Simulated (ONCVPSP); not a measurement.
## Cu: one change to an ONCV potential, before and after

copper, optimised norm-conserving Vanderbilt (ONCV), made with ONCVPSP 4.0.1 (PBE, non-relativistic). Core [Ar], reference 3d10 4s1. Waves: 4s: rc 1.85 bohr, ncon 4, nbas 7, qcut 3.7 1/bohr, 3 projectors, debl 1.5 Ha; p scattering state at 0.07 Ha: rc 1.60 bohr, ncon 3, nbas 7, qcut 5.6 1/bohr, 2 projectors, debl 0.5 Ha; 3d: rc 1.20 bohr, ncon 4, nbas 9, qcut 12.5 1/bohr, 2 projectors, debl 0.7 Ha. Local part: polynomial inside 0.85 bohr (lpopt 3, dvloc0 3 Ha). Core correction: Teter function, fcfact 5.75, rcfact 1.8.

All-electron outer shells of the reference configuration (PBE, non-relativistic, ld1.x):

| shell | level (eV) | outermost node (bohr) | outermost maximum (bohr) |
| --- | --- | --- | --- |
| 3p | -71.10 | 0.26 | 0.63 |
| 3d | -5.21 | – | 0.60 |
| 4s | -4.44 | 0.90 | 2.33 |

Change: core correction Teter function, fcfact 5.75, rcfact 1.02.

Cutoffs: the cutoffs (Ha) at which the residual kinetic energy of the hardest occupied pseudo-wave falls to 1 and 0.1 mHa per electron; they do not see the model core or the augmentation charge, which bear on the density cutoff. Errors are all-electron minus pseudo energies relative to the spin-unpolarised reference configuration.

Question: Predict the effect on cutoff, ghosts and configuration errors.

Answer: The potential gets neither clearly harder nor softer (65 Ha and 73 Ha → 65 Ha and 73 Ha); both files keep a bound ghost (p, s); of the 3 tests that both files solve, the error grows in 0 and shrinks in 3 by more than 15 % and 0.3 meV (median size 35.6 → 4.7 meV). A model core, the more so a compact one, raises the density cutoff, which this test does not measure.

```csv
quantity,base,changed
"cutoff, loose",65 Ha,65 Ha
"cutoff, tight",73 Ha,73 Ha
bound ghosts,"s, p","s, p"
GHOST(+) flags under 300 eV,s at 47.1 eV,s at 47.1 eV
tests with a reliable result,3 of 4,3 of 4
"error for 3d10 4s0, meV [ΔE 7.91 eV]",-36,+4.7
"error for 3d9 4s0, meV [ΔE 29.40 eV]",-195,+67
"error for 3d10 4s0 4p1, meV [ΔE 3.94 eV]",-14,+2.1
s: phases at 1.88 bohr within 0.05 rad from the reference energy up to (Ha; the scan ends near 5),to the end of the scan,to the end of the scan
p: phases at 1.63 bohr within 0.05 rad from the reference energy up to (Ha; the scan ends near 5),to the end of the scan,to the end of the scan
d: phases at 1.21 bohr within 0.05 rad from the reference energy up to (Ha; the scan ends near 5),to the end of the scan,to the end of the scan
"rms error of d²Exc/dni dnj with the model core, mHa",2.96,4.47
```

 A true bound ghost makes a file unfit for plane-wave use even where its test errors are small: the radial tests pick states by their node count and pass the ghost by.
